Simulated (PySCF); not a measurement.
PySCF input for In(Br)(Me)2 (C2H6BrIn), SMILES [CH3][In]([CH3])[Br], TDA-LC-ωPBE/def2-SVPD. The structure is a stationary point at B3LYP-D3(BJ)/def2-SVP. The structure was generated by enumeration; whether it is a known compound was not checked. The def2 effective core potentials stand for the cores of In; spin–orbit coupling is left out.

```python
import numpy as np
from pyscf import gto, scf, dft, tdscf

mol = gto.M(
    atom='''
    In    0.56888597    0.45377072    0.05134333
    Br   -1.41845637   -1.13279839   -0.13268765
    C     0.23712441    2.27039561   -1.08710737
    H     1.18557160    2.67656067   -1.46653262
    H    -0.23495344    3.01521437   -0.42823213
    H    -0.44242389    2.04807313   -1.92092895
    C     2.12018180   -0.38598420    1.31371827
    H     2.95673323    0.31402957    1.44635621
    H     2.48222257   -1.31412252    0.84743258
    H     1.67957289   -0.63304520    2.29048390
    ''',
    basis='def2-SVPD',
    ecp={'In': 'def2-svp'},
    charge=0,
    spin=0,
    max_memory=1600,
    verbose=4,
)
mf = dft.RKS(mol, xc='lc_wpbe').density_fit(auxbasis='def2-universal-jkfit')
mf.grids.level = 3
mf.conv_tol = 1e-9
mf.max_cycle = 100
mf.kernel()
mf.grids = dft.Grids(mol).set(level=1).build(with_non0tab=True)  # coarser grid for the response kernel
td = tdscf.TDA(mf)
td.singlet = True
td.nstates = 10
td.conv_tol = 1e-4
td.positive_eig_threshold = 1e-6
td.kernel(x0=td.get_init_guess(mf, 15))
td.analyze()
tt = tdscf.TDA(mf)
tt.singlet = False
tt.nstates = 4
tt.conv_tol = 1e-4
tt.positive_eig_threshold = 1e-6
tt.kernel(x0=tt.get_init_guess(mf, 9))
tt.analyze(verbose=3)
```

It prints:

```
PySCF version 2.14.0

[INPUT] verbose = 4
[INPUT] num. atoms = 10
[INPUT] num. electrons = 74
[INPUT] charge = 0
[INPUT] spin (= nelec alpha-beta = 2S) = 0
[INPUT] symmetry False subgroup None
[INPUT] Mole.unit = angstrom
[INPUT] Symbol           X                Y                Z      unit          X                Y                Z       unit  Magmom
[INPUT]  1 In     0.568885970000   0.453770720000   0.051343330000 AA    1.075038679408   0.857502384147   0.097024832023 Bohr   0.0
[INPUT]  2 Br    -1.418456370000  -1.132798390000  -0.132687650000 AA   -2.680494058945  -2.140678711448  -0.250743318612 Bohr   0.0
[INPUT]  3 C      0.237124410000   2.270395610000  -1.087107370000 AA    0.448100192349   4.290425897315  -2.054335197296 Bohr   0.0
[INPUT]  4 H      1.185571600000   2.676560670000  -1.466532620000 AA    2.240405625062   5.057966622082  -2.771345004541 Bohr   0.0
[INPUT]  5 H     -0.234953440000   3.015214370000  -0.428232130000 AA   -0.443997653624   5.697929366153  -0.809241443439 Bohr   0.0
[INPUT]  6 H     -0.442423890000   2.048073130000  -1.920928950000 AA   -0.836059983065   3.870297298781  -3.630029620248 Bohr   0.0
[INPUT]  7 C      2.120181800000  -0.385984200000   1.313718270000 AA    4.006562936287  -0.729404426409   2.482567735137 Bohr   0.0
[INPUT]  8 H      2.956733230000   0.314029570000   1.446356210000 AA    5.587416028101   0.593429882315   2.733217115464 Bohr   0.0
[INPUT]  9 H      2.482222570000  -1.314122520000   0.847432580000 AA    4.690720837514  -2.483331656923   1.601415485234 Bohr   0.0
[INPUT] 10 H      1.679572890000  -0.633045200000   2.290483900000 AA    3.173932768344  -1.196282052471   4.328387263726 Bohr   0.0

nuclear repulsion = 350.490158917054
number of shells = 67
number of NR pGTOs = 270
number of NR cGTOs = 161
basis = def2-SVPD
ecp = {'In': 'def2-svp'}


[settings echo left out]
init E= -2820.66352700504
  HOMO = -0.665450044749126  LUMO = -0.483834768511134  gap/eV = 4.94200
cycle= 1 E= -2842.63873969649  delta_E=  -22  |g|= 1.86  |ddm|= 13.7
  HOMO = -0.184145891970864  LUMO = 0.0493148375486503  gap/eV = 6.35279
cycle= 2 E= -2843.04234573465  delta_E= -0.404  |g|=  1.5  |ddm|= 7.36
  HOMO = -0.343833449711952  LUMO = 0.0311845568409787  gap/eV = 10.20476
cycle= 3 E= -2843.42328924581  delta_E= -0.381  |g|= 0.0709  |ddm|= 2.18
  HOMO = -0.371591658759489  LUMO = 0.0192313355302119  gap/eV = 10.63484
cycle= 4 E= -2843.42505441571  delta_E= -0.00177  |g|= 0.0364  |ddm|= 0.226
  HOMO = -0.367942724998212  LUMO = 0.0216120180546318  gap/eV = 10.60032
cycle= 5 E= -2843.42532072752  delta_E= -0.000266  |g|= 0.00786  |ddm|= 0.0448
  HOMO = -0.368066628758414  LUMO = 0.0220898688990897  gap/eV = 10.61670
cycle= 6 E= -2843.42535292611  delta_E= -3.22e-05  |g|= 0.00185  |ddm|= 0.0263
  HOMO = -0.368276582439962  LUMO = 0.0219466317162262  gap/eV = 10.61851
cycle= 7 E= -2843.42535549484  delta_E= -2.57e-06  |g|= 0.000405  |ddm|= 0.00798
  HOMO = -0.36827857097237  LUMO = 0.0219830863531495  gap/eV = 10.61956
cycle= 8 E= -2843.4253556619  delta_E= -1.67e-07  |g|= 0.000194  |ddm|= 0.00173
  HOMO = -0.368277727331975  LUMO = 0.0219871862270907  gap/eV = 10.61965
cycle= 9 E= -2843.4253556851  delta_E= -2.32e-08  |g|= 5.71e-05  |ddm|= 0.000463
  HOMO = -0.368278608917767  LUMO = 0.0219853890605238  gap/eV = 10.61962
cycle= 10 E= -2843.42535568828  delta_E= -3.19e-09  |g|= 1.82e-05  |ddm|= 0.00019
  HOMO = -0.36827974871025  LUMO = 0.0219861005334226  gap/eV = 10.61967
cycle= 11 E= -2843.42535568856  delta_E= -2.74e-10  |g|= 3.95e-06  |ddm|= 6.08e-05
  HOMO = -0.368279557481906  LUMO = 0.0219858699224142  gap/eV = 10.61966
Extra cycle  E= -2843.42535568856  delta_E= -3.18e-12  |g|= 1.72e-06  |ddm|= 1.25e-05
converged SCF energy = -2843.42535568856
tot grids = 40616
Overwritten attributes  positive_eig_threshold  of <class 'pyscf.tdscf.rks.TDA'>


******** <class 'pyscf.tdscf.rks.TDA'> for <class 'pyscf.df.df_jk.DFRKS'> ********
nstates = 10 singlet
deg_eia_thresh = 1.000e-03
wfnsym = None
conv_tol = 0.0001
eigh lindep = 1e-12
eigh level_shift = 0
eigh max_cycle = 100


Excitation energies (eV)
[5.44238509 6.27471564 6.34382006 6.46512253 6.49085478 6.57799923
 7.21029068 7.47755397 7.77573293 8.13745235]

** Singlet excitation energies and oscillator strengths **
Excited State   1:      5.44239 eV    227.81 nm  f=0.0000
      34 -> 38       -0.24255
      37 -> 38        0.65038
Excited State   2:      6.27472 eV    197.59 nm  f=0.0004
      35 -> 38        0.66420
      36 -> 39        0.13370
      36 -> 40       -0.12979
Excited State   3:      6.34382 eV    195.44 nm  f=0.1404
      34 -> 39        0.13766
      34 -> 40       -0.15932
      37 -> 39        0.49201
      37 -> 40       -0.41678
      37 -> 49       -0.13025
Excited State   4:      6.46512 eV    191.77 nm  f=0.0054
      35 -> 39       -0.13438
      35 -> 40        0.15964
      36 -> 38        0.64247
      36 -> 44       -0.11757
Excited State   5:      6.49085 eV    191.01 nm  f=0.0001
      34 -> 38        0.63915
      37 -> 38        0.22875
Excited State   6:      6.57800 eV    188.48 nm  f=0.0527
      35 -> 38        0.19134
      36 -> 39       -0.47899
      36 -> 40        0.44293
      36 -> 49        0.12800
Excited State   7:      7.21029 eV    171.95 nm  f=0.2930
      34 -> 39        0.45297
      34 -> 41       -0.12349
      37 -> 39       -0.38309
      37 -> 40       -0.26078
      37 -> 41        0.12569
Excited State   8:      7.47755 eV    165.81 nm  f=0.5185
      34 -> 42       -0.11779
      35 -> 39       -0.60291
      35 -> 40        0.20870
      36 -> 38       -0.17447
Excited State   9:      7.77573 eV    159.45 nm  f=0.0455
      34 -> 39        0.30755
      34 -> 40       -0.40818
      34 -> 49       -0.10164
      37 -> 39        0.15463
      37 -> 40        0.39501
Excited State  10:      8.13745 eV    152.36 nm  f=0.0003
      34 -> 39       -0.11153
      34 -> 40       -0.28229
      34 -> 49       -0.11131
      37 -> 39       -0.17048
      37 -> 41       -0.47973
      37 -> 43       -0.23626
      37 -> 54       -0.11673

** Transition electric dipole moments (AU) **
state          X           Y           Z        Dip. S.      Osc.
  1         0.0003     -0.0022      0.0047      0.0000      0.0000
  2         0.0185     -0.0314     -0.0336      0.0025      0.0004
  3        -0.4382      0.6314     -0.5592      0.9034      0.1404
  4         0.1481      0.1106     -0.0022      0.0342      0.0054
  5         0.0213      0.0176     -0.0001      0.0008      0.0001
  6         0.2388     -0.2483     -0.4567      0.3273      0.0527
  7         0.6060     -0.8525      0.7516      1.6589      0.2930
  8        -1.3008     -1.0595     -0.1234      2.8300      0.5185
  9         0.2402     -0.3214      0.2792      0.2389      0.0455
 10         0.0243     -0.0208      0.0219      0.0015      0.0003

WARN: ECP detected. Skipping calculation of transition velocity and magnetic dipole moments, which have not yet been implemented.



******** <class 'pyscf.tdscf.rks.TDA'> for <class 'pyscf.df.df_jk.DFRKS'> ********
nstates = 4 triplet
deg_eia_thresh = 1.000e-03
wfnsym = None
conv_tol = 0.0001
eigh lindep = 1e-12
eigh level_shift = 0
eigh max_cycle = 100


Excitation energies (eV)
[5.16927031 5.41265539 5.87275811 5.93400457]

** Triplet excitation energies and oscillator strengths **
Excited State   1:      5.16927 eV    239.85 nm  f=0.0000
Excited State   2:      5.41266 eV    229.06 nm  f=0.0000
Excited State   3:      5.87276 eV    211.12 nm  f=0.0000
Excited State   4:      5.93400 eV    208.94 nm  f=0.0000
```

Self-consistency was reached.

Cost: roughly 5 core-minutes.
